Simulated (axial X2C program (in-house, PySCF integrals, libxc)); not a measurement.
Potential curves of MoSi, 2c

Calculated with an in-house relativistic program for diatomic molecules. Two-component (2c) means X2C with spin–orbit coupling and atomic mean-field two-electron Coulomb and Gaunt terms. Basis: Mo dyall-cv3z [11s12p9d5f3g], Si dyall-v3z [8s7p2d1f] (cores contracted in-house); Gaussian nuclei, density fitting, unrestricted open shells. Masses: Mo 97.905 u, Si 27.977 u.

State: Ω = 3 (⟨Sz⟩ = 2.00, ⟨Lz⟩ = 1.00 at HF). Energies in eV from the fragments at the same level (Mo + Si). Fits are polynomials in 1 − R0/R over 0.85 to 1.23 times the lowest point R0.

```
 R (Å)  CCSD(T)     CCSD     PBE0
2.0654                    -1.3076
2.1603  -1.5571  -1.2141  -1.6787
2.2316  -1.7071  -1.3890  -1.8274
2.3028  -1.7764  -1.4853  -1.8980
2.3740  -1.7879  -1.5243  -1.9130
2.4571  -1.7506  -1.5184  -1.8810
2.5402  -1.6769  -1.4739  -1.8127
2.6470  -1.5504  -1.3802  -1.6911
2.7776                    -1.5144
2.9675                    -1.2412
```

Correlated methods: 18 electrons correlated (number of frozen shells: Mo 3 s, 2 p, 1 d; Si 2 s, 1 p), 264 virtual spin orbitals or spinors in MP2, 110 natural virtuals in coupled cluster.

The state is a single determinant with fixed occupations, the lowest that a limited PBE0 search found. De is counted from the lowest determinant-based energies of the atoms at the same level, without counterpoise correction. Density functionals use the spin component along the axis (collinear). CCSD and (T) use frozen natural virtuals with an MP2 correction for the truncation; (T) itself is uncorrected, so its De runs slightly low. A 2c atom that is not at its ground J level misses part of its spin–orbit lowering, and De is too large by that part (0.04 eV or less for light atoms). This holds for CCSD(T), CCSD, PBE0. Other states lie close and PBE0, whose exact exchange favours high spin, may order them wrongly; the determinant shown need not be the ground state. The nearest other spin-free determinant of the search, M_S = 2, Λ = 0, lies 0.08 eV up at the distance of the search. Without a current term, density functionals place determinants with orbital angular momentum somewhat too high. With several unpaired electrons one determinant need not be a pure state. A state of lower Ω lies just above, and one determinant can place such states too high, so the state shown need not be the lowest. The search has Ω = 1 only 0.03 eV up. Open-shell Ω = 0 determinants with evenly filled partner blocks cannot be reached by this program, so the Ω shown need not be the lowest component. The determinant is spin-polarised beyond a pure state at some levels (its spin-free form has ⟨S²⟩ too high), which makes Re and μ there less reliable. The T1 diagnostic is large, a sign of multireference character. Coupled cluster ran on the points near the minimum only. MP2 and coupled cluster on one determinant become unreliable at the stretched end.

(1) Fit the CCSD(T) curve near its minimum: give the equilibrium distance, the harmonic wavenumber and the well depth.

(2) What are Re, ωe and De at the CCSD level?

(3) Fit the PBE0 curve near its minimum: give the equilibrium distance, the harmonic wavenumber and the well depth.

## Answers

(1) At CCSD(T), 2c: Re = 2.355 Å, ωe ≈ 331 cm⁻¹, De = 1.79 eV to Mo + Si; Be follows as 0.14 cm⁻¹.

(2) At CCSD, 2c: Re = 2.404 Å, ωe ≈ 297 cm⁻¹, De = 1.53 eV to Mo + Si; Be follows as 0.134 cm⁻¹.

(3) At PBE0, 2c: Re = 2.361 Å, ωe ≈ 321 cm⁻¹, De = 1.91 eV to Mo + Si; Be follows as 0.139 cm⁻¹.
